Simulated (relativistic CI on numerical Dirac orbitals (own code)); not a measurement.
# Transition arrays of Ru VI

Calculated at this level of theory: Dirac-Coulomb-Breit CI, KLI orbitals optimised for each configuration, QED by a radiative potential, valence Slater integrals scaled by 0.9, whole transition arrays (own radial code, finite nucleus).

Configurations in the expansion (outside the closed core [Ar] 3d10 4s2): 4p⁶4d³, 4p⁶4d²4f, 4p⁵4d⁴, 4p⁶4d²5p, 4p⁶4d²5f. Levels of other configurations are missing.

All E1 lines from the levels of 4p⁶4d³; mean and standard deviation are weighted by gf, and upper levels are sorted by their leading configuration.

```tsv
Upper configuration	Lines	Σgf	Mean (eV)	Mean (nm)	σ (eV)	Strongest line (nm)
4p⁶4d²4f	710	106.7	39.85	31.110	1.25	29.961
4p⁵4d⁴	1811	873.0	58.63	21.148	4.51	20.235
4p⁶4d²5p	466	53.9	27.15	45.669	1.07	45.626
4p⁶4d²5f	639	182.6	57.02	21.745	2.20	21.773
```

Σgf per state of the lower configuration in bins of 1 nm over the central range (centre: value): 19.5: 1.03, 20.5: 3.56, 21.5: 3.10, 22.5: 0.10, 23.5: 0.13, 24.5: 0.28, 25.5: 0.19, 26.5: 0.16, 27.5: 0.09, 28.5: 0.07, 29.5: 0.20, 30.5: 0.22, 31.5: 0.40, 32.5: 0.11, 44.5: 0.13.

(1) How do configuration mixing and the scaling of the Slater integrals move the arrays?

Answers

(1) Slater scale 0.9, no configuration mixing: 4p⁶4d²4f 42.4 ± 1.6 eV (Σgf 379.0), 4p⁵4d⁴ 57.2 ± 4.2 eV (Σgf 600.0), 4p⁶4d²5p 27.2 ± 1.1 eV (Σgf 60.6), 4p⁶4d²5f 53.3 ± 1.3 eV (Σgf 59.4); Slater scale 1: 4p⁶4d²4f 39.7 ± 1.4 eV (Σgf 95.5), 4p⁵4d⁴ 59.8 ± 4.8 eV (Σgf 923.0), 4p⁶4d²5p 27.2 ± 1.2 eV (Σgf 53.4), 4p⁶4d²5f 57.6 ± 2.6 eV (Σgf 168.4); Slater scale 0.8: 4p⁶4d²4f 40.0 ± 1.1 eV (Σgf 125.6), 4p⁵4d⁴ 57.6 ± 4.0 eV (Σgf 816.9), 4p⁶4d²5p 27.1 ± 1.0 eV (Σgf 54.4), 4p⁶4d²5f 56.3 ± 2.0 eV (Σgf 195.2). With mixing, levels are counted to their leading configuration, so an array can shrink or vanish into another, and the sums then hold other lines.
